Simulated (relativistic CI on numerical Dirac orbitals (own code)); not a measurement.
## Energy levels of Au⁵²⁺

Calculated at this level of theory: Dirac-Coulomb-Breit CI, separate exchange-only KLI orbitals for each configuration, model QED (radiative potential, 1s self-energy scaled to tabulated hydrogen-like ionisation energies), unscaled Slater integrals (own radial code, finite nucleus).

Configurations in the expansion (outside the closed core [Ne]): 3s2 3p6 3d9, 3s2 3p5 3d10, 3s 3p6 3d10, 3s2 3p6 3d8 4s, 3s2 3p6 3d8 4p, 3s2 3p4 3d10 4s, 3s2 3p6 3d8 4d, 3s2 3p4 3d10 4p, 3s2 3p5 3d9 4s, 3s2 3p6 3d8 4f, 3s2 3p4 3d10 4d, 3s2 3p5 3d9 4p, 3s 3p5 3d10 4s, 3s 3p5 3d10 4p, 3s2 3p6 3d7 4s2, 3s2 3p5 3d9 4d, 3s 3p6 3d9 4s, 3s2 3p6 3d7 4s 4p, 3s 3p5 3d10 4d, 3p6 3d10 4s, 3s2 3p5 3d9 4f, 3s2 3p6 3d8 5s, 3s2 3p6 3d7 4p2, 3s2 3p6 3d7 4s 4d, 3s 3p6 3d9 4p, 3s2 3p6 3d8 5p, 3p6 3d10 4p, 3s2 3p5 3d8 4s2, 3s2 3p6 3d8 5d, 3s2 3p6 3d7 4p 4d, 3p6 3d10 4d, 3s2 3p6 3d8 5f, 3s 3p6 3d9 4d, 3s2 3p5 3d8 4s 4p, 3s2 3p6 3d8 5g, 3s2 3p6 3d7 4d2. Levels of other configurations are missing.

The lowest level is 3s2 3p6 3d9 2D_5/2, with 100 % of that term; Hund's rules for 3s2 3p6 3d9 give 2D with J = 5/2, in agreement.

| No. | Configuration | Term | J | E (eV) | % | Landé g | jj configuration (%) |
| --- | --- | --- | --- | --- | --- | --- | --- |
| 1 | 3s2 3p6 3d9 | 2D | 5/2 | 0.00 | 100 | 1.188 | 3d5/2^5 (100) |
| 2 | 3s2 3p6 3d9 | 2D | 3/2 | 91.65 | 100 | 0.786 | 3d3/2^3 3d5/2^6 (100) |
| 3 | 3s2 3p5 3d10 | 2P° | 3/2 | 511.65 | 100 | 1.320 | 3p3/2^3 (100) |
| 4 | 3s2 3p5 3d10 | 2P° | 1/2 | 939.79 | 100 | 0.647 | 3p1/2 3p3/2^4 (100) |
| 5 | 3s 3p6 3d10 | 2S | 1/2 | 1204.78 | 100 | 1.983 | 3s (100) |
| 6 | 3d8(3F) 4s | 4F | 9/2 | 1907.30 | 86 | 1.291 | 3d5/2^4 4s (99) |
| 7 | 3d8(3F) 4s | 2F | 7/2 | 1910.64 | 62 | 1.114 | 3d5/2^4 4s (99) |
| 8 | 3d8(1D) 4s | 2D | 5/2 | 1917.95 | 48 | 1.340 | 3d5/2^4 4s (100) |
| 9 | 3d8(1D) 4s | 2D | 3/2 | 1919.57 | 50 | 0.997 | 3d5/2^4 4s (100) |
| 10 | 3d8(1S) 4s | 2S | 1/2 | 1940.36 | 51 | 2.023 | 3d5/2^4 4s (99) |
| 11 | 3d8(3F) 4s | 4F | 7/2 | 1998.11 | 74 | 1.201 | 3d3/2^3 3d5/2^5 4s (100) |
| 12 | 3d8(3F) 4s | 4F | 5/2 | 1998.97 | 64 | 0.961 | 3d3/2^3 3d5/2^5 4s (100) |
| 13 | 3d8(3P) 4s | 4P | 5/2 | 2008.56 | 49 | 1.292 | 3d3/2^3 3d5/2^5 4s (100) |
| 14 | 3d8(3P) 4s | 4P | 3/2 | 2009.39 | 30 | 1.094 | 3d3/2^3 3d5/2^5 4s (99) |
| 15 | 3d8(3P) 4s | 4P | 3/2 | 2014.33 | 61 | 1.538 | 3d3/2^3 3d5/2^5 4s (100) |
| 16 | 3d8(1G) 4s | 2G | 9/2 | 2014.36 | 86 | 1.129 | 3d3/2^3 3d5/2^5 4s (99) |
| 17 | 3d8(3F) 4p | 4D° | 7/2 | 2015.03 | 47 | 1.268 | 3d5/2^4 4p1/2 (99) |
| 18 | 3d8(1G) 4s | 2G | 7/2 | 2015.09 | 85 | 0.915 | 3d3/2^3 3d5/2^5 4s (99) |
| 19 | 3d8(3P) 4s | 2P | 1/2 | 2016.52 | 67 | 1.313 | 3d3/2^3 3d5/2^5 4s (100) |
| 20 | 3d8(3F) 4p | 2G° | 9/2 | 2016.79 | 41 | 1.141 | 3d5/2^4 4p1/2 (99) |
| 21 | 3d8(1D) 4p | 2D° | 3/2 | 2025.22 | 30 | 1.265 | 3d5/2^4 4p1/2 (100) |
| 22 | 3d8(1D) 4p | 2F° | 5/2 | 2026.13 | 40 | 1.072 | 3d5/2^4 4p1/2 (100) |
| 23 | 3d8(1S) 4p | 2P° | 1/2 | 2047.41 | 62 | 0.660 | 3d5/2^4 4p1/2 (99) |
| 24 | 3d8(3F) 4s | 4F | 3/2 | 2095.28 | 60 | 0.585 | 3d3/2^2 3d5/2^6 4s (99) |
| 25 | 3d8(3F) 4s | 2F | 5/2 | 2096.64 | 36 | 1.043 | 3d3/2^2 3d5/2^6 4s (100) |
| 26 | 3d8(3F) 4p | 4G° | 7/2 | 2105.93 | 55 | 1.008 | 3d3/2^3 3d5/2^5 4p1/2 (100) |
| 27 | 3d8(3F) 4p | 4F° | 5/2 | 2106.58 | 39 | 1.112 | 3d3/2^3 3d5/2^5 4p1/2 (100) |
| 28 | 3s2 3p6 3d8 4p | 2D° | 3/2 | 2115.89 | 24 | 1.187 | 3d3/2^3 3d5/2^5 4p1/2 (99) |
| 29 | 3d8(3P) 4p | 2D° | 5/2 | 2117.59 | 26 | 1.069 | 3d3/2^3 3d5/2^5 4p1/2 (99) |
| 30 | 3d8(3P) 4p | 4P° | 1/2 | 2120.44 | 54 | 1.795 | 3d3/2^3 3d5/2^5 4p1/2 (99) |

Energies count from the lowest computed level; ° marks odd parity. Percentages are summed over parent terms; the parents shown are those of the largest component, closed shells are left out there. Filled j subshells are mostly left out of the jj labels.

The mean weight of the leading LS term, summed over parents, in these 30 levels is 61 %, and that of the leading jj configuration (from the same eigenvectors) 100 %, so jj coupling describes them better and the LS labels are nominal.

At this charge energies of transitions that change n are usually good to better than 1 %, and those within a shell (Δn = 0) to a few per cent.

LS names give the leading component of a level, which can be under half, so a name can repeat, a term be missing and a line seem to break the LS rules.
